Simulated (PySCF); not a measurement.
Electron correlation in Ca⁺ (calcium, charge +1)

[Ar] 4s1, 2S determinant. All numbers are calculated (PySCF 2.14, scalar relativity by spin-free X2C-1e, in aug-cc-pwCVTZ-X2C (9s8p6d3f, 84 functions)). Frozen: [Ne]; 9 electrons correlated.

MP2 pair energies summed by pair of shells (mhartree):

```json
{"pair": "3p-3p", "energy": "-162.41", "share (%)": "72.7"}
{"pair": "3s-3p", "energy": "-34.35", "share (%)": "15.4"}
{"pair": "3p-4s", "energy": "-17.46", "share (%)": "7.8"}
{"pair": "3s-3s", "energy": "-8.21", "share (%)": "3.7"}
{"pair": "3s-4s", "energy": "-1.11", "share (%)": "0.5"}
```

Total MP2 correlation energy: -223.54 mhartree.

Same-spin part -62.07 and opposite-spin part -161.47 mhartree; SCS-MP2 scales them by 1/3 and 6/5 to -214.46 mhartree.
